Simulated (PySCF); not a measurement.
Ge(H)3(NHiPr), SMILES C(C)(C)[NH][GeH3], GFN2-xTB optimised geometry.

```
16

Ge    -1.91    -0.83     0.00
N     -0.11    -0.83     0.00
C      0.75    -0.41    -1.10
C      0.19     0.85    -1.74
C      2.16    -0.16    -0.57
H     -2.57    -1.54    -1.15
H     -2.40     0.59     0.00
H     -2.29    -1.50     1.28
H      0.30    -1.63     0.47
H      0.81    -1.19    -1.88
H      0.84     1.21    -2.52
H     -0.80     0.65    -2.16
H      0.08     1.63    -0.98
H      2.82     0.17    -1.37
H      2.13     0.61     0.20
H      2.57    -1.07    -0.13
```

Density from B3LYP/def2-TZVP (PySCF) at that geometry.

Minimum of the electron density along straight lines between bonded atoms, close to the bond critical point (lines longer than 1.1 times the sum of covalent radii, or with two minima, are not listed):

```
bond    length / Å  ρ at the minimum / e bohr⁻³  ∇²ρ there / e bohr⁻⁵  position (fraction from the first atom)
------  ----------  ---------------------------  --------------------  ---------------------------------------
Ge1–N2       1.806                        0.148                  0.48                                     0.47
N2–C3        1.456                        0.268                 -0.69                                     0.59
C3–C4        1.521                        0.254                 -0.65                                     0.50
C3–C5        1.528                        0.250                 -0.64                                     0.50
Ge1–H6       1.511                        0.139                  0.09                                     0.59
Ge1–H7       1.495                        0.144                  0.09                                     0.60
Ge1–H8       1.493                        0.144                  0.10                                     0.60
N2–H9        1.012                        0.338                 -1.57                                     0.73
C3–H10       1.104                        0.279                 -0.96                                     0.64
C4–H11       1.087                        0.281                 -0.97                                     0.64
C4–H12       1.090                        0.279                 -0.95                                     0.63
C4–H13       1.088                        0.281                 -0.97                                     0.64
C5–H14       1.087                        0.281                 -0.97                                     0.64
C5–H15       1.087                        0.281                 -0.97                                     0.64
C5–H16       1.088                        0.280                 -0.96                                     0.63
```
